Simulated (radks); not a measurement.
Spherical quantum dot in the effective-mass picture: electrons in a hard-walled sphere of radius 3.41, all in effective atomic units (hartree* = m*/eps^2 hartree, bohr* = eps/m* bohr), one dielectric constant everywhere. Method: non-relativistic Kohn-Sham, LDA (Slater exchange, Perdew-Wang correlation), spin-polarised, spherical densities; computed with a radial shooting solver with Libxc functionals. Levels are named by radial order and angular momentum (1s, 1p, 1d, 2s, ...), and open shells are averaged over m. Results are scaled to m* = 0.033 and eps = 8.3, for which hartree* = 13.03 meV and bohr* = 13.31 nm.

N = 19, configuration 1s2 1p6 1d10 1f(up 1, down 0). This is the lowest configuration that the search found. Occupied and some empty levels:

level    occupation  eigenvalue (meV)  <r> (nm)
1s up             1            98.778     29.65
1s down           1            98.951     29.60
1p up             3            101.95     31.14
1p down           3            102.14     31.12
1d up             5            107.25     32.32
1d down           5            107.44     32.31
1f up             1            114.38     33.28
1f down           0            114.59     33.28
2s up             0            117.73     20.50
2s down           0            117.80     20.50
1g up             0            123.21     34.08
1g down           0            123.41     34.07
2p up             0            127.70     23.80
2p down           0            127.79     23.80
2d up             0            139.41     25.93
2d down           0            139.52     25.92

Energy (meV): total 1125.83, kinetic 332.04, external 0, Hartree 906.87, exchange-correlation -113.07.
